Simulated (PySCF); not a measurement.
O4Ru, SMILES [Ru](=[O])(=[O])(=[O])=[O] (connectivity only; charge and spin as stated), charge -1, multiplicity 2.

Geometry optimised at B3LYP-D3(BJ)/def2-SVPD. The spin state was assumed, not searched. The isomer is the one that the SMILES or the coordinates give; other isomers of the formula were not compared. The def2 effective core potentials stand for the cores of Ru; spin–orbit coupling is left out.

Computed with PySCF with ωB97X/def2-TZVPD.

Isolated molecule, no solvent.

Problem. Estimate the frontier levels, dipole moment and polarisability. (An estimate is asked for; the answer gives what the named calculation found.)

Solution. 
- α spin, highest occupied and lowest empty level = -3.92 and 3.13 eV
- β spin, highest occupied and lowest empty level = -5.77 and 3.41 eV
- dipole moment about the centre of nuclear charge = 0.00 D
- mean static polarisability = 62.5 bohr³ (9.26 Å³)
- polarisability, principal values = 61.8, 62.8, 62.8 bohr³
- ⟨S²⟩ = 0.759 (pure state 0.75)
